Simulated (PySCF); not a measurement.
SMILES COc1ccc(OC)cc1, singlet, GFN2-xTB optimised geometry.

```
20

C     -2.72    -2.48    -0.01
O     -1.32    -2.43     0.00
C     -0.72    -1.20     0.00
C     -1.39     0.02     0.00
C     -0.67     1.20     0.00
C      0.72     1.20     0.00
O      1.32     2.43     0.00
C      2.72     2.48    -0.01
C      1.39    -0.02     0.00
C      0.67    -1.20     0.00
H     -2.98    -3.54    -0.02
H     -3.14    -2.01    -0.90
H     -3.15    -2.02     0.89
H     -2.47     0.06     0.00
H     -1.19     2.15     0.00
H      3.14     2.01    -0.91
H      2.97     3.54    -0.02
H      3.15     2.02     0.88
H      2.46    -0.06     0.00
H      1.19    -2.15     0.00
```

Density from CAM-B3LYP/def2-SVP (PySCF) at that geometry.

Minimum of the electron density along straight lines between bonded atoms, close to the bond critical point (lines longer than 1.1 times the sum of covalent radii, or with two minima, are not listed):

```csv
bond,length / Å,ρ at the minimum / e bohr⁻³,∇²ρ there / e bohr⁻⁵,position (fraction from the first atom)
C1–O2,1.405,0.258,-0.38,0.34
O2–C3,1.367,0.282,-0.36,0.66
C3–C4,1.391,0.312,-0.80,0.51
C4–C5,1.381,0.313,-0.80,0.50
C5–C6,1.392,0.314,-0.83,0.49
C6–O7,1.367,0.282,-0.36,0.34
O7–C8,1.406,0.258,-0.38,0.66
C6–C9,1.391,0.312,-0.80,0.51
C3–C10,1.392,0.314,-0.83,0.51
C9–C10,1.381,0.313,-0.80,0.50
C1–H11,1.089,0.285,-1.12,0.64
C1–H12,1.095,0.280,-1.07,0.64
C1–H13,1.095,0.280,-1.07,0.64
C4–H14,1.078,0.283,-1.08,0.63
C5–H15,1.079,0.284,-1.10,0.64
C8–H16,1.095,0.280,-1.07,0.64
C8–H17,1.089,0.285,-1.12,0.64
C8–H18,1.095,0.280,-1.07,0.64
C9–H19,1.078,0.283,-1.08,0.63
C10–H20,1.079,0.284,-1.09,0.64
```
